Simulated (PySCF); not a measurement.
## `C[SiH2]CS[C@H]([SiH3])C[SiH3]`: 4 charge schemes on one density

C4H16SSi3.
Structure used (GFN2-xTB), in Å, numbered top down from 1:
```
atom  x, y, z in Å
C1     3.105    1.411   -0.691
Si2    3.028   -0.323    0.071
C3     1.243   -0.635    0.670
S4     0.108   -0.642   -0.750
C5    -1.521   -0.652    0.114
Si6   -2.139   -2.452    0.125
C7    -2.446    0.340   -0.570
Si8   -1.600    2.029   -0.833
H9     4.084    1.614   -1.114
H10    2.368    1.517   -1.483
H11    2.902    2.179    0.051
H12    3.888   -0.419    1.260
H13    3.391   -1.359   -0.900
H14    0.917    0.155    1.346
H15    1.147   -1.591    1.181
H16   -1.302   -0.297    1.124
H17   -1.134   -3.279    0.793
H18   -2.315   -2.872   -1.262
H19   -3.405   -2.509    0.860
H20   -3.351    0.442    0.034
H21   -2.760   -0.061   -1.536
H22   -0.739    2.325    0.316
H23   -0.824    2.052   -2.068
H24   -2.656    3.045   -0.898
```

Density: PBE0/pcSseg-1 (PySCF); schemes: Mulliken, IAO, Hirshfeld and ESP-fitted. The structure is a single GFN2-xTB conformer in the gas phase; no vibrational or solvent corrections.

**Question.** Do the Mulliken, IAO, Hirshfeld and ESP-fitted schemes agree on where the charge is lowest?

**Answer.** All schemes agree: Mulliken C1 (-0.629); IAO C1 (-0.716); Hirshfeld C1 (-0.212); ESP-fitted C1 (-0.549).

**Question.** Which atoms carry the highest charge in the Mulliken, IAO, Hirshfeld and ESP-fitted schemes?

**Answer.** All schemes agree: Mulliken Si2 (+0.665); IAO Si2 (+0.777); Hirshfeld Si2 (+0.346); ESP-fitted Si2 (+0.705).

**Question.** For which atoms does the sign change between the 4 schemes (beyond +0.03 e in one, beyond −0.03 e in another)?

**Answer.** S4.

**Question.** What partial charge does each atom carry?

**Answer.** In e:

```csv
atom,environment,Mulliken,IAO,Hirshfeld,ESP-fitted
C1,Si-methyl carbon,-0.629,-0.716,-0.212,-0.549
Si2,SiH2 silicon,+0.665,+0.777,+0.346,+0.705
C3,sp3 carbon bound to sulfur,-0.619,-0.621,-0.164,-0.503
S4,sulfide sulfur,-0.041,+0.076,+0.045,-0.213
C5,sp3 carbon bound to sulfur,-0.613,-0.434,-0.110,+0.017
Si6,SiH3 silicon,+0.564,+0.601,+0.292,+0.178
C7,sp3 carbon bound to silicon,-0.464,-0.532,-0.162,-0.217
Si8,SiH3 silicon,+0.508,+0.591,+0.286,+0.325
H9,methyl hydrogen,+0.141,+0.158,+0.044,+0.125
H10,methyl hydrogen,+0.159,+0.164,+0.039,+0.145
H11,methyl hydrogen,+0.141,+0.157,+0.044,+0.133
H12,Si–H hydrogen,-0.083,-0.126,-0.081,-0.175
H13,Si–H hydrogen,-0.065,-0.121,-0.078,-0.139
H14,methylene hydrogen,+0.173,+0.152,+0.040,+0.178
H15,methylene hydrogen,+0.179,+0.157,+0.038,+0.163
H16,methine hydrogen,+0.177,+0.146,+0.039,+0.096
H17,Si–H hydrogen,-0.088,-0.118,-0.078,-0.045
H18,Si–H hydrogen,-0.068,-0.112,-0.074,-0.044
H19,Si–H hydrogen,-0.093,-0.129,-0.082,-0.071
H20,methylene hydrogen,+0.154,+0.151,+0.043,+0.069
H21,methylene hydrogen,+0.154,+0.145,+0.038,+0.109
H22,Si–H hydrogen,-0.094,-0.127,-0.082,-0.085
H23,Si–H hydrogen,-0.063,-0.111,-0.082,-0.082
H24,Si–H hydrogen,-0.096,-0.130,-0.088,-0.120
```

Mean size of the charges over all atoms: IAO 0.273 e, Mulliken 0.251 e, ESP-fitted 0.187 e, Hirshfeld 0.108 e. Each set sums to the total charge, 0, to within 0.001 e. The ESP scheme fits charges at the nuclei, held to the total charge, to the electrostatic potential on points at 1.4 to 2.0 times the van der Waals radii. The IAO scheme counts the electrons in orthogonalised intrinsic atomic orbitals, a minimal basis polarised so that it spans the occupied orbitals exactly.

**Question.** How closely do the schemes follow one another over all atoms?

**Answer.** Correlation coefficient and root-mean-square difference: Mulliken with IAO 0.99, 0.063 e; IAO with Hirshfeld 0.96, 0.223 e; Mulliken with Hirshfeld 0.92, 0.212 e; IAO with ESP-fitted 0.89, 0.172 e; Mulliken with ESP-fitted 0.86, 0.174 e; Hirshfeld with ESP-fitted 0.85, 0.150 e.

**Question.** Sum the charges by element, for elements with more than one atom.

**Answer.** 
```csv
element,atoms,Mulliken,IAO,Hirshfeld,ESP-fitted
C,4,-2.325,-2.303,-0.648,-1.253
Si,3,+1.738,+1.968,+0.924,+1.207
H,16,+0.628,+0.258,-0.321,+0.258
```

**Question.** How many electrons does the IAO scheme count on C7?

**Answer.** Z − q = 6 − (-0.532) = 6.532.
